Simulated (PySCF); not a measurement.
# A small calculation by hand: oscillator strength and radiative lifetime

CH6BP, SMILES CBP.

The structure is a stationary point at PBE0-D3(BJ)/def2-TZVP. Other conformers were not sampled.

TDDFT-CAM-B3LYP/def2-SVPD run with PySCF 2.14.0 puts the first singlet state with f over 0.02 at 5.08 eV (vertical), with the transition dipole (-0.114, 0.415, -0.698) in atomic units.

Question: Find the oscillator strength, the wavelength and the radiative lifetime that this transition would have in vacuum if emission retraced absorption.

Answer: 
|μ|² = 0.6724 au, so |μ| = 2.08 D. ΔE = 5.08/27.211 = 0.1867 hartree. f = (2/3) ΔE |μ|² = 0.084 (the program prints 0.084).
λ = 1239.84/5.08 = 244 nm; ν = 40973 cm⁻¹.
Einstein's coefficient A = 0.6670 ν² f s⁻¹ (ν in cm⁻¹) = 9.4e7 s⁻¹, so τ = 1/A = 11 ns. This state is S1. The figure is the radiative limit of this one transition; relaxation, internal conversion, crossing to triplets and a medium change what is measured.
